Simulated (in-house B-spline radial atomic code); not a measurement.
Configurations of Rh+, with energies counted from [Kr] 4d8. Level of theory: scalar-relativistic (X2C) LC-wPBE, spin-polarised, spherical fractional occupations, Fermi nucleus of rms radius 4.4945 fm; calculated with a B-spline radial code for spherical atoms. Shells without spins written out take the highest spin.

Caution: exact exchange at fractional occupations of open shells leaves self-interaction of up to several eV.

Occupations are held fixed; configurations that lie above the ionisation limit could autoionise.

```csv
configuration,E - E(ref) (eV),highest orbital,its <r> (bohr)
[Kr] 4d7 5s1,2.4613,4d down,1.506
"[Kr] 4d(4 up, 3 down) 4f(0 up, 1 down)",21.254,4f down,10.58
"[Ar] 3d10 4s2 4p(2 up, 3 down) 4d(3 up, 5 down) 5s(0 up, 1 down)",52.029,5s down,2.798
[Ar] 3d9 4s2 4p6 4d9,307.12,4d down,1.472
[Ar] 3d9 4s2 4p6 4d8 5s1,313.29,5s up,2.796
[Ar] 3d9 4s2 4p6 4d8 5p1,320.32,5p up,3.773
"[Ar] 3d(5 up, 4 down) 4s2 4p6 4d(3 up, 5 down) 5p(0 up, 1 down)",320.66,5p down,3.776
```

Order these further configurations by energy, lowest first.
A. [Ar] 3d9 4s2 4p6 4d8 5f1
B. [Kr] 4d(3 up, 4 down) 5s(1 up, 0 down)
C. [Kr] 4d(4 up, 4 down)
D. [Ar] 3d10 4s2 4p5 4d8 5p1
E. [Ar] 3d9 4s2 4p6 4d8 5d1

C (2.6345 eV), B (8.3548 eV), D (59.102 eV), E (324.88 eV), A (327.49 eV).

How far above the reference does [Kr] 4d7 5d1 lie?

14.065 eV; its least bound orbital is 5d up with <r> = 6.899 bohr.

How far above the reference does [Ar] 3d10 4s2 4p5 4d8 5d1 lie?

63.701 eV; its least bound orbital is 5d up with <r> = 6.852 bohr.
